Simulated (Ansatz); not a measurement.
Correlation energies of `[SiH3]C[CH2][InH2]` by basis set

Cartesian coordinates in Å:
```
Si -1.4684 -0.2945 -0.6648
C -0.3127 1.1336 -0.3288
C 1.1161 0.5883 -0.2274
In 1.1910 -1.0250 1.2443
H -2.9193 0.0008 -0.5311
H -1.2099 -0.9210 -1.9877
H -1.1241 -1.3442 0.3687
H -0.6208 1.5943 0.6166
H -0.4166 1.9084 -1.0985
H 1.4571 0.2055 -1.1926
H 1.8184 1.3733 0.0689
H 1.8976 -2.5638 0.9042
H 0.5917 -0.6557 2.8282
```

The species carries charge 0 and has multiplicity 1. Correlated methods include outer-core shells of In, which these sets cover unevenly. In: def2 effective core potential. The geometry is a stationary point of PBE0-D4/def2-TZVP. It is one conformer, not always the lowest. Frozen core, restricted reference, Ansatz.

```
     basis     HF (Eh)  MP2 corr.
  def2-SVP  -558.91498   -0.49285
def2-TZVPP  -559.11268   -0.78742
def2-QZVPP  -559.12708   -1.00696
```

(1) Estimate the CCSD correlation energy and the (T) correction in each basis where they were run (hartree).

Results:

(1) 
```
     basis  CCSD corr.       (T)
  def2-SVP    -0.55793  -0.01688
def2-TZVPP    -0.83509  -0.02934
```
